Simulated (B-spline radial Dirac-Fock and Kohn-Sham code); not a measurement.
What relativity does to the binding energies of Ta⁵⁷⁺

System: tantalum as Ta⁵⁷⁺, [Ne] 3s2 3p4.

Both columns are ΔSCF binding energies of the configuration average from a radial B-spline solver: non-relativistic Hartree-Fock with a point nucleus, and Dirac-Fock with a finite nucleus and the Coulomb interaction alone, averaged over the two j levels with weights 2j+1.

| shell | Hartree-Fock (eV) | Dirac-Fock (eV) | shift (eV) | shift (%) |
| --- | --- | --- | --- | --- |
| 1s | 66751.9 | 72168.0 | +5416.10 | +8.11 |
| 2s | 14453.4 | 15963.7 | +1510.25 | +10.45 |
| 3s | 5853.2 | 6313.2 | +459.98 | +7.86 |
| 3p | 5697.8 | 5901.5 | +203.76 | +3.58 |

Relativity binds 1s, 2s, 3s, 3p more strongly, among those listed most of all 2s in relative terms.

Values without a named source are computed, but for edge energies of neutral atoms, which are taken from tables.
